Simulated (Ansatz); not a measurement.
Relaxation of CH4F3Si (9 atoms, charge 0, multiplicity 2), to a largest force component of 0.03 eV/Å in at most 50 steps.

All numbers below come from Ansatz 0.2.0, UKS r2SCAN/def2-SVP.

```xyz
9
Properties=species:S:1:pos:R:3
Si 0.001 0.000 -0.430
H 0.000 0.000 2.236
H 1.432 0.000 -0.844
H -0.716 1.240 -0.844
H -0.715 -1.240 -0.844
C 0.000 0.000 3.348
F -0.677 -1.053 3.814
F 1.250 -0.059 3.813
F -0.574 1.113 3.814
```

Task: Where does it end, and by what steps?

Result: The run converged. The force dipped under the threshold on the way, but the program's further checks kept it going. After 5 steps the energy has fallen by 0.038 eV; H5 moved furthest, 0.33 Å.

```
step  energy less start (eV)  largest force component (eV/Å)  accepted
   0                  0.0000                           0.140       yes
   1                 -0.0309                           0.175       yes
   2                 -0.0364                           0.024       yes
   3                 -0.0379                           0.026       yes
   4                 -0.0379                           0.027        no
   5                 -0.0379                           0.026       yes
```

```xyz
9
Properties=species:S:1:pos:R:3
Si 0.000 0.000 -0.749
H 0.000 0.000 2.502
H 1.430 0.000 -1.173
H -0.715 1.238 -1.173
H -0.714 -1.238 -1.173
C 0.000 0.000 3.607
F -0.677 -1.053 4.074
F 1.250 -0.060 4.074
F -0.573 1.112 4.074
```

Whether the end is a true minimum wasn't checked by a vibrational analysis.

Run time: 16 s on 4 threads of Arm Neoverse V1, with other jobs on the host, peak memory 0.21 GiB.
